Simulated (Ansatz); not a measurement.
Compare A (`O[B]([GeH3])CCl`) with its isomer B (`OC[B](Cl)[GeH3]`).

Calculated with Ansatz (gas phase, PBE0-D4/def2-TZVP geometries, no zero-point term in ΔE). CCSD(T)/CBS adds triple-zeta CCSD(T) − MP2 to the extrapolated MP2 energy (def2 sets, frozen cores). DFT in def2-TZVPP. For Ge outer-core shells are correlated without core-valence functions, which leaves a few kJ/mol of doubt a bond. Scalar relativity is left out up to krypton. One conformer a species, not always the lowest.

Problem. Which isomer does CCSD(T)/CBS put lower? Give the gap. (Estimate.)

Solution. Computed: A, by 77.1 kJ/mol.

Problem. Give E(B) − E(A) in kJ/mol with ωB97M-V, MP2/def2-TZVPP, CCSD/def2-TZVPP, CCSD(T)/def2-TZVPP, r2SCAN-D4, PBE0-D4, B2PLYP. (Estimate.)

Solution. Ansatz gave: ωB97M-V 75.3, MP2/def2-TZVPP 78.0, CCSD/def2-TZVPP 75.8, CCSD(T)/def2-TZVPP 76.3, r2SCAN-D4 72.9, PBE0-D4 72.0, B2PLYP 77.4. None reverses the order clearly.

Largest T1 diagnostic: 0.013.
